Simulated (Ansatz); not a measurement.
Mulliken charges of Cl2F3Nb (`[F][Nb]([F])([F])([Cl])[Cl]`) from ωB97M-V/def2-TZVPP in Ansatz (PBE0-D4/def2-TZVP geometry).

```
atom   x (Å)   y (Å)   z (Å)  charge (e)
  F1  -1.425  -0.875   0.796      -0.305
 Nb2   0.013  -0.081  -0.021       1.348
  F3   1.794  -0.470   0.188      -0.305
  F4  -0.039  -1.490  -1.238      -0.336
 Cl5  -0.474   1.493  -1.551      -0.170
 Cl6   0.172   1.358   1.779      -0.232
```

Q: By hand: the dipole of these point charges (1 e Å = 4.8032 D).

A: Σ q r = (-0.041, 0.233, -0.062) e Å, of length 0.245 e Å = 1.18 D.

Q: How does the dipole of the full density compare? (Best estimate.)

A: Ansatz gave: (-0.038, 0.126, -0.114) e Å, 0.84 D; the point charges give 1.40 times that, at 27° from its direction.

Point charges leave out the atoms' own dipoles, such as those of lone pairs, and Mulliken's split depends on the basis, so the two needn't agree.
